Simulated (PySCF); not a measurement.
## Broadened absorption spectrum of C5H6OS

C₅H₆OS.
SMILES: `c1occ(c1)SC`

Method: PySCF, TDDFT wB97X-D/def2-SVPD, vertical, gas phase, core orbitals frozen in the response. Geometry: PBE0-D3(BJ)/def2-SVP, one conformer, isolated molecule. Torsions of this conformer, `[CH3:1][S:2][c:3]1[cH:4][cH:5][o:6][cH:7]1`: C1–S2–C3–C4 180°.

Computed states:

| state | E (eV) | f |
| --- | --- | --- |
| S1 | 5.36 | 0.0000 |
| S2 | 5.71 | 0.058 |
| S3 | 6.12 | 0.0068 |
| S4 | 6.36 | 0.010 |
| S5 | 6.50 | 0.033 |
| S6 | 6.77 | 0.360 |
| S7 | 7.07 | 0.010 |
| S8 | 7.27 | 0.0006 |
| S9 | 7.38 | 0.0044 |
| S10 | 7.47 | 0.132 |

Each state is given a Gaussian of 0.25 eV full width at half maximum, with ε(max) = 2.175×10⁸ f / Δν̃ (Δν̃ the width in cm⁻¹). The cross-section is σ = 3.8235×10⁻²¹ ε cm², given in Mb (10⁻¹⁸ cm²). The width is an assumption, not a result. The curve ends short of the highest state used, and states not computed would add to its high-energy end.

Question: What does the envelope look like, and where are its maxima?

Answer: 
(E (eV), σ (Mb)): (4.98, 0.00), (5.07, 0.00), (5.15, 0.00), (5.23, 0.01), (5.31, 0.03), (5.39, 0.26), (5.48, 2.23), (5.56, 8.67), (5.64, 19.17), (5.72, 24.02), (5.80, 17.09), (5.88, 7.08), (5.97, 2.27), (6.05, 2.45), (6.13, 3.26), (6.21, 3.92), (6.29, 6.12), (6.38, 11.39), (6.46, 17.07), (6.54, 27.20), (6.62, 60.55), (6.70, 120.05), (6.78, 148.45), (6.87, 97.82)

Maxima: 217 nm (5.71 eV), ε about 6300, made up of S2 (100%); 183 nm (6.77 eV), ε about 39000, made up of S6 (100%) (ε in L mol⁻¹ cm⁻¹; maxima over ε = 5, shares over 10%).

Question: What would ε be at 6.77 eV, the highest of these maxima, with half the width (0.125 eV)?

Answer: About 77500 L mol⁻¹ cm⁻¹ against 38900, a factor of about 1.99; a lone state at its own centre would give exactly 2.

Question: Coming from long wavelengths, where does ε first pass 100 L mol⁻¹ cm⁻¹?

Answer: At about 229 nm (5.41 eV), 0.05 eV above S1.

Question: On this curve, what absorbance would a 10⁻⁴ mol/L sample give at 193 nm over a 1 cm path?

Answer: 193 nm is 6.424 eV, where ε is about 3800 L mol⁻¹ cm⁻¹, so A = ε c l ≈ 0.38 (Beer–Lambert, with the gas-phase spectrum and the assumed width).

The vertical ionisation energy (ΔSCF) is 8.05 eV, 0.59 eV above S10.

On one thread of an Arm Neoverse V2, shared host, this took 1.7 min wall.
